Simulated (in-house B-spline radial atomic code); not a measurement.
Values are calculated unless marked as measured or tabulated.
Correlation energy from the adiabatic connection: ω²r²/2 − Z/r, ω = 0.0424, Z = 3

Two electrons in a singlet, external potential ω²r²/2 − Z/r, ω = 0.0424, Z = 3 (atomic units). Full CI in B-splines (partial waves to l = 8, correlation up to 0.6 % small) with the density held fixed gives W(λ) = <V_ee>_λ − U, and E_c is the integral of W(λ) − W(0) from 0 to 1.

```
   λ  W(λ) − W(0) (hartree)
   0                0.00000
0.02               -0.00189
0.05               -0.00471
0.12               -0.01119
0.25               -0.02289
 0.4               -0.03590
 0.6               -0.05246
 0.8               -0.06818
   1               -0.08313
```

Task: Integrate the table by the trapezoid rule.

Result: The strips give -0.00002, -0.00010, -0.00056, -0.00222, -0.00441, -0.00884, -0.01206, -0.01513, which sum to -0.04333 hartree. The direct value, W(1) − W(0) + T_c with T_c = 0.03975, is -0.04338; the curve is convex, so chords lie above it and the trapezoids fall short in size by 0.12 %.

Task: Now use only three numbers: W(0) = -1.6513, the initial slope W'(0) = -0.0948 (extrapolated from the first points) and the strong-coupling limit of the point-charge-plus-continuum model, W∞ = -2.35. What do second-order theory and the interpolation W(λ) = W∞ + (W(0) − W∞)/√(1 + 2χλ) of Seidl, Perdew and Levy give?

Result: Second order keeps the slope alone: E_c = W'(0)/2 = -0.04740, +9 % in size against -0.04338. Matching the slope fixes χ = W'(0)/(W∞ − W(0)) = -0.0948/(-0.69870) = 0.13568. Integrating, with s = √(1 + 2χ) = 1.127546, E_c = −(W(0) − W∞)(s − 1)/(s + 1) = −0.69870 × 0.127546/2.127546 = -0.04189 hartree, -3.4 % in size against the full result. At λ = 1 the formula gives W − W(0) = -0.07904 against -0.08313. Part of the miss can come from the model's W∞.
